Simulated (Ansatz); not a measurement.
Reaction (redistribution): `C[O][Sn]([OH])([F])[Cl]` + `C=C(O)[SiH3]` → `[OH][Sn]([OH])([F])[Cl]` + `C=C([SiH3])OC`

Computed with Ansatz on PBE0-D4/def2-TZVP structures; ΔE is electronic, products minus reactants. CBS: MP2 limit from def2 TZ/QZ plus the TZ coupled-cluster correction, frozen cores. def2 core potentials past Kr. For Sn outer-core shells are correlated without core-valence functions, which leaves a few kJ/mol of doubt a bond. Each species was taken in one conformer, which may not be the lowest.

```tsv
species	CCSD(T)/CBS(def2) energy (Eh)
`C[O][Sn]([OH])([F])[Cl]`	-964.50946
`C=C(O)[SiH3]`	-443.92889
`[OH][Sn]([OH])([F])[Cl]`	-925.27059
`C=C([SiH3])OC`	-483.17741
```

Q: Work out ΔE.

A: ΔE = (-925.27059) + (-483.17741) − (-964.50946) − (-443.92889) = -0.00965 Eh = -25.3 kJ/mol.

Largest T1 diagnostic among the species: 0.014.
